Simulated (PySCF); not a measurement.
(E)-1-bromo-1-chloro-2-fluoroethene (C₂HBrClF), SMILES Cl/C(Br)=C\F. Atoms are numbered in the order given.

```xyz
6

F     -1.1901    -2.4560     0.0000
C     -1.2016    -1.1258     0.0000
C     -0.0678    -0.4099     0.0000
Cl     1.4848    -1.1539     0.0000
Br    -0.1348     1.4746     0.0000
H     -2.1970    -0.6783     0.0000
```
Charge 0, spin multiplicity 1.

Geometry: TPSSh-D3(BJ)/def2-SVP.

Level of theory: PySCF with M06-2X/def2-TZVP.

Symmetry labels are those of the subgroup Cs that the program uses (full group Cs).

Computed valence orbital energies around the gap with their symmetry:
```json
[
 {"orbital": "HOMO−7", "symmetry": "A'", "energy (eV)": "-16.06"},
 {"orbital": "HOMO−6", "symmetry": "A'", "energy (eV)": "-13.70"},
 {"orbital": "HOMO−5", "symmetry": "A'", "energy (eV)": "-13.26"},
 {"orbital": "HOMO−4", "symmetry": "A\"", "energy (eV)": "-12.82"},
 {"orbital": "HOMO−3", "symmetry": "A'", "energy (eV)": "-11.05"},
 {"orbital": "HOMO−2", "symmetry": "A\"", "energy (eV)": "-10.60"},
 {"orbital": "HOMO−1", "symmetry": "A'", "energy (eV)": "-10.10"},
 {"orbital": "HOMO", "symmetry": "A\"", "energy (eV)": "-8.57"},
 {"orbital": "LUMO", "symmetry": "A'", "energy (eV)": "0.27"},
 {"orbital": "LUMO+1", "symmetry": "A\"", "energy (eV)": "0.34"},
 {"orbital": "LUMO+2", "symmetry": "A'", "energy (eV)": "1.37"},
 {"orbital": "LUMO+3", "symmetry": "A'", "energy (eV)": "2.85"}
]
```
